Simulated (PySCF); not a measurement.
Compound: C6H5N2P.
Atom-mapped SMILES: `[CH3:1][c:2]1[cH:3][p:4][cH:5][c:6]([C:7]#[N:8])[n:9]1`

Structure used (GFN2-xTB), in Å, numbered top down from 1:
```
atom  x, y, z in Å
C1    -2.160   -0.685    0.186
C2    -0.830   -0.016    0.012
C3    -0.777    1.338   -0.301
P4     0.679    2.248   -0.529
C5     1.828    0.977   -0.250
C6     1.455   -0.326    0.054
C7     2.505   -1.271    0.256
N8     3.381   -1.993    0.408
N9     0.221   -0.799    0.178
H10   -2.713   -0.216    0.999
H11   -2.752   -0.596   -0.723
H12   -2.007   -1.736    0.416
H13   -1.714    1.869   -0.412
H14    2.883    1.208   -0.316
```

NICS = −σ at a ghost point: NICS(0) at the centroid of the ring atoms, NICS(1) 1 Å to either side along the normal of their mean plane, zz for the tensor component along that normal. Level: GIAO PBE0/pcSseg-1 (PySCF, non-relativistic, gas phase) on the GFN2-xTB geometry, one conformer.

Ring bond lengths (Å), with Mayer bond orders in brackets: C2–C3 1.391 (1.32), C3–P4 1.732 (1.35), P4–C5 1.736 (1.30), C5–C6 1.389 (1.35), C6–N9 1.328 (1.46), N9–C2 1.321 (1.51).

Q: What do the NICS probes read (ppm)?

A: 
```json
{"ring": "C2–C3–P4–C5–C6–N9", "type": "6-membered ring with N and P; formal bonds all aromatic", "NICS(0)": "-6.2", "NICS(1), two faces": "-10.4 / -10.4", "NICS(1)zz, two faces": "-24.7 / -24.7", "rms pucker (Å)": "0.00", "centre to ring atoms, mean (Å)": "1.47"}
```

Q: What do they say, and how far can they be read as aromaticity?

A: 
- C2–C3–P4–C5–C6–N9: mean NICS(1)zz -24.7 ppm, shielded.

Q: What does the geometric index give? HOMA = 1 − mean of α(R − Ropt)² over the ring bonds, with Krygowski's 1993 parameters (CC: Ropt 1.388 Å, α 257.7 Å⁻²; CN: Ropt 1.334 Å, α 93.52 Å⁻²; CP: Ropt 1.698 Å, α 118.91 Å⁻²).

A: 
- C2–C3–P4–C5–C6–N9: HOMA 0.95; the largest term is that of P4–C5, α(R − Ropt)² = 0.17.

Q: What are the shieldings of the ring atoms and their hydrogens in the same run (means over atoms taken as equivalent)?

A: 
```csv
atoms,environment,σ isotropic (ppm)
C2,substituted aromatic carbon,20.3
C3,aromatic CH carbon,28.1
P4,phosphorus bonded to 2 C,45.8
C5,aromatic CH carbon,27.5
C6,substituted aromatic carbon,45.5
N9,pyridine-type nitrogen,-91.3
H13,aromatic hydrogen,22.66
H14,aromatic hydrogen,22.55
```

Rough CPU time on one thread of a shared machine: about 70 s. This is the whole shielding run at PBE0/pcSseg-1, SCF included.
